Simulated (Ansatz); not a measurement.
Mulliken charges of BrFH3NSi, SMILES `N[SiH](F)Br` from r2SCAN/def2-TZVPP in Ansatz (PBE0-D4/def2-TZVP geometry).

```tsv
atom	x (Å)	y (Å)	z (Å)	charge (e)
N1	-0.319	0.997	-0.226	-0.433
Si2	0.333	-0.522	0.103	0.714
F3	0.415	-0.889	1.652	-0.305
Br4	-0.986	-2.040	-0.804	-0.229
H5	-1.310	1.166	-0.242	0.170
H6	0.220	1.840	-0.112	0.166
H7	1.707	-0.619	-0.416	-0.082
```

By hand: the dipole of these point charges (1 e Å = 4.8032 D).

Σ q r = (0.149, 0.488, -0.174) e Å, of length 0.539 e Å = 2.59 D.

How does the dipole of the full density compare? (Best estimate.)

Ansatz gave: (0.008, 0.516, -0.099) e Å, 2.52 D; the point charges give 1.03 times that, at 17° from its direction.

Point charges leave out the atoms' own dipoles, such as those of lone pairs, and Mulliken's split depends on the basis, so the close match here is no proof of good charges.
